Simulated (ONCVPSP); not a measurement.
**Scattering properties, ONCV potential for Ga (Z = 31)**

```
Element                 : gallium (Ga)
Generator               : ONCVPSP 4.0.1
Type                    : optimised norm-conserving Vanderbilt (ONCV)
Functional              : PBE
Relativity              : fully relativistic
Frozen core             : [Ne]
Valence charge          : 21
Reference configuration : 3s2 3p6 3d10 4s2 4p1
Partial waves           : 3s+4s: rc 0.90 bohr, ncon 3, nbas 6, qcut 10.9 1/bohr, 2 projectors; 3p+4p: rc 1.15 bohr, ncon 3, nbas 6, qcut 9.3 1/bohr, 2 projectors; 3d: rc 1.00 bohr, ncon 5, nbas 9, qcut 12.9 1/bohr, 2 projectors, debl 2.2 Ha; f scattering state at 0.35 Ha: rc 0.85 bohr, ncon 4, nbas 8, qcut 13 1/bohr, 1 projector
Local potential         : polynomial inside 0.80 bohr (lpopt 5, dvloc0 1 Ha)
Core correction         : Teter function fitted to the true core (icmod 2), fcfact 0.45
```

Open shells are filled in proportion to 2j + 1.

The phase is arctan(r·R′/R) of the radial function R(r), unwrapped; energies in Ha, scanned from -7 to 5 Ha. A pole is an energy at which the radial function vanishes at the test radius. The pseudo phase is shifted by a multiple of π to meet the all-electron one at the reference energy, and phase errors are pseudo minus all-electron; the curves can meet again beyond the range given. Levels narrower than the energy grid can be missing from the lists of poles.

**Question.** For each channel, where are the poles, and over which energies does the pseudopotential scatter like the atom?

**Answer.**

```
channel  radius (bohr)  reference energy (Ha)  poles, all-electron  poles, pseudo  unbroken range about the reference energy with phases within 0.05 rad  phase error 1 Ha above the reference energy (rad)
      s           0.92                  -0.33                -2.81          -2.81                                                        the whole range                                             -0.000
   p3/2           1.17                  -0.09                -2.84          -2.84                                                        the whole range                                             +0.000
   p1/2           1.17                  -0.10                -3.01          -3.01                                                        the whole range                                             +0.001
   d5/2           1.01                  -0.70                 1.00           1.00                                                        the whole range                                             +0.000
   d3/2           1.01                  -0.71                 0.97           0.97                                                        the whole range                                             +0.000
   f7/2           0.86                   0.35                 none           none                                                        the whole range                                             +0.000
   f5/2           0.86                   0.35                 none           none                                                        the whole range                                             +0.000
```

Phases in the d5/2 channel:

```tsv
E (Ha)	all-electron	pseudo
-6.96	1.189	1.189
-6.32	1.157	1.157
-5.68	1.117	1.117
-5.04	1.063	1.064
-4.40	0.989	0.989
-3.76	0.877	0.877
-3.12	0.692	0.692
-2.48	0.355	0.355
-1.84	-0.220	-0.220
-1.20	-0.820	-0.820
-0.56	-1.187	-1.187
0.08	-1.394	-1.394
0.72	-1.525	-1.525
1.36	-1.622	-1.622
2.00	-1.703	-1.703
2.64	-1.780	-1.780
3.28	-1.861	-1.861
3.92	-1.956	-1.956
4.56	-2.079	-2.079
```
